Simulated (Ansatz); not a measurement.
Job for Ansatz (an electronic-structure program): U-CCSD(T)/def2-SVP on FeHO (SMILES [OH][Fe]), 2S+1 = 4, a spin state set in the input, which need not be the lowest.

Ansatz 0.2 input:
```yaml
crystal:
  periodic: [false, false, false]
  atoms:
    - {symbol: Fe, position_ang: [-0.85478583, -0.67197027, -0.84126808]}
    - {symbol: O, position_ang: [0.27466888, -0.10173607, 0.41154497]}
    - {symbol: H, position_ang: [0.54694823, 0.82107794, 0.35940348]}
basis:
  gaussian:
    orbitals: def2-SVP
magnetization: {spin_polarized: true, initial_magnetization: 3}
correlation: {method: ccsd_t, electrons: valence}
```

Q: Give the final energy of this run.

A: -1338.1069 hartree (reference determinant -1337.6410, T1 diagnostic 0.031). Its determinant has ⟨S²⟩ = 4.72, a mixture of spin states.

Q: How many basis functions does it have, and what does it roughly cost on one machine?

A: 50 functions; roughly 40 core-seconds.
